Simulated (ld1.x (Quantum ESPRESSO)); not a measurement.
## Which change was made? (Sr, PAW)

Sr (Z = 38), PAW, made with ld1.x (Quantum ESPRESSO) 7.5 (PBEsol, scalar-relativistic). Core [Ar] 3d10, reference 4s2 4p6 4d0 5s1 5p0 (charge +1). Waves: 4s (bound): rcut 1.75, rcutus 2.20 bohr; 5s (bound): rcut 1.75, rcutus 2.20 bohr; 4p (bound): rcut 2.05, rcutus 2.25 bohr; 5p (bound, empty): rcut 2.05, rcutus 2.25 bohr; 4d (bound, empty): rcut 2.70, rcutus 2.85 bohr; 4d channel at 1.8 Ry: rcut 2.70, rcutus 2.85 bohr. Local part: all-electron potential smoothed inside 1.90 bohr (lloc = -2). Core correction: Bessel-smoothed model core, default radius (core density twice the valence density). Augmentation charge: PSQ, inside the norm-conserving radii.

Cutoffs, loose and tight: the cutoffs (Ry, on a coarse ladder) from which the occupation-weighted sum of valence levels, in a spherical-Bessel basis at the reference potential, stays within 10 and 1 mRy of its value at 400 Ry. They do not see the model core or the augmentation charge, which bear on the density cutoff. Test errors are all-electron minus pseudo excitation energies from the reference, over the configurations 4s2 4p6 4d0 5s2 5p0; 4s2 4p6 4d0 5s0 5p0; 4s2 4p6 4d0 5s1.5 5p0; 4s2 4p6 4d0 5s0 5p2; 4s2 4p5 4d0 5s2 5p0; 4s1 4p6 4d0 5s2 5p0; 4s2 4p6 4d0 5s0 5p1; variants that change the core or the reference have their own tests.

The base gives: outcome: generated, overlap not positive; bound ghosts: not determined (overlap not positive); largest test error (meV): -42.

After one change the result is: outcome: generated; cutoff, loose: 15 Ry; cutoff, tight: 25 Ry; bound ghosts: none; largest test error (meV): -20. Which change was it?
A. local potential all-electron potential smoothed inside 2.58 bohr (lloc = -2)
B. local potential all-electron potential smoothed inside 1.42 bohr (lloc = -2)
C. local potential all-electron potential smoothed inside 1.10 bohr (lloc = -2)

A. The others give: local potential all-electron potential smoothed inside 1.10 bohr (lloc = -2) → outcome: generated, overlap not positive; bound ghosts: not determined (overlap not positive); largest test error (meV): +8.6 | local potential all-electron potential smoothed inside 1.42 bohr (lloc = -2) → outcome: generated; cutoff, loose: 15 Ry; cutoff, tight: 25 Ry; bound ghosts: none; largest test error (meV): -5.6. A file whose overlap is not positive is unfit for use, and its test errors describe a broken file.
